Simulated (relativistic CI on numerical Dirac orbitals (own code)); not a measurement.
**Radial parameters of Dy⁴⁶⁺**

Method of calculation: Dirac-Coulomb-Breit CI, separate exchange-only KLI orbitals for each configuration, model QED, unscaled Slater integrals (own radial code, finite nucleus).

Slater integrals F^k, G^k are unscaled and averaged over j, outside the closed core [Ne]; ζ comes from projecting the Hamiltonian with its Breit term on Σ l·s of the shell.

- 3s2.3p6.3d2: F^2(3d,3d) = 535600, F^4(3d,3d) = 346360, ζ(3d) = 141700 cm⁻¹; <r>(3d) = 0.1913, <r^2>(3d) = 0.04234 (bohr units).
- 3s2.3p5.3d3: ζ(3p) = 1.0414e+06, F^2(3d,3d) = 534750, F^4(3d,3d) = 345800, F^2(3p,3d) = 459730, G^1(3p,3d) = 484820, G^3(3p,3d) = 325300, ζ(3d) = 140410 cm⁻¹; <r>(3p) = 0.2153, <r^2>(3p) = 0.05366, <r>(3d) = 0.1916, <r^2>(3d) = 0.04246 (bohr units).
- 3s.3p6.3d3: F^2(3d,3d) = 534410, F^4(3d,3d) = 345570, G^2(3s,3d) = 368660, ζ(3d) = 141070 cm⁻¹; <r>(3s) = 0.2199, <r^2>(3s) = 0.05522, <r>(3d) = 0.1917, <r^2>(3d) = 0.04252 (bohr units).

(1) Give the Racah parameters of the d shell in 3s2.3p6.3d2.

Averages of the first 10 configurations, taken without configuration mixing, which lowers the lowest level and can move excited configurations by several eV; other configurations of the list can lie among them:

```
 Configuration  Parity  States  Average energy above the lowest level (eV)
   3s2.3p6.3d2    even      45                                        58.5
   3s2.3p5.3d3     odd     720                                       395.8
    3s.3p6.3d3    even     240                                       712.0
 3s2.3p6.3d.4s    even      20                                      1582.7
 3s2.3p6.3d.4p     odd      60                                      1702.1
 3s2.3p6.3d.4d    even     100                                      1838.1
3s2.3p5.3d2.4s     odd     540                                      1910.6
 3s2.3p6.3d.4f     odd     140                                      1942.4
3s2.3p5.3d2.4p    even    1620                                      2030.3
3s2.3p5.3d2.4d     odd    2700                                      2165.8
```

## Answers

(1) B = F²/49 − 5F⁴/441 = 7003 cm⁻¹ and C = 35F⁴/441 = 27489 cm⁻¹.
